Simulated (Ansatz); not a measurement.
Breaking the Si3–H4 bond in H4MgSi (SMILES [MgH][SiH3]) (multiplicity 1 held, fragments rigid). Energies count from the point at 1.491 Å.
Geometry at that point (charge 0, multiplicity 1):
```csv
atom,x (Å),y (Å),z (Å)
Mg,-1.2739,-0.6992,-0.1785
H,-2.7546,-1.5120,-0.3860
Si,0.9718,0.5334,0.1362
H,1.6131,0.2497,1.4524
H,0.8377,2.0169,0.0636
H,1.9863,0.1688,-0.8943
```

R- and RO- levels are restricted; in cc, def2 and unpolarised 6-31G sets they are followed outwards from rest. Unrestricted levels (U-) break spin symmetry where that is lower. Active spaces are followed from a long bond inwards. Curves can end on different states.

Frozen-core correlation.

The values were computed with Ansatz (Gaussian orbitals). 

```csv
level,energy at R = 4.772 Å (kcal/mol)
R-HF/def2-TZVPP,154.80
U-HF/def2-TZVPP,68.32
R-PBE/def2-TZVPP,109.26
U-PBE/def2-TZVPP,83.86
U-r2SCAN/def2-TZVPP,84.22
R-SCS-MP2/def2-TZVPP,?
U-CCSD/def2-TZVPP,87.02
"FIC-NEVPT4(SD) on CASSCF(2,2)/def2-TZVPP",86.29
"FIC-MRCISD+Q on CASSCF(2,2)/def2-TZVPP",87.27
```

Task: Some entries are withheld; supply them.

Result: 
- R-SCS-MP2/def2-TZVPP, energy at R = 4.772 Å (kcal/mol): 116.50

Doubts at one or more of the structures used: a restricted determinant that unrestricted orbitals would lower (R-HF/def2-TZVPP, R-PBE/def2-TZVPP, R-SCS-MP2/def2-TZVPP); a spin-contaminated determinant (U-HF/def2-TZVPP, U-PBE/def2-TZVPP, U-r2SCAN/def2-TZVPP, U-CCSD/def2-TZVPP).

Ansatz is an electronic-structure program.
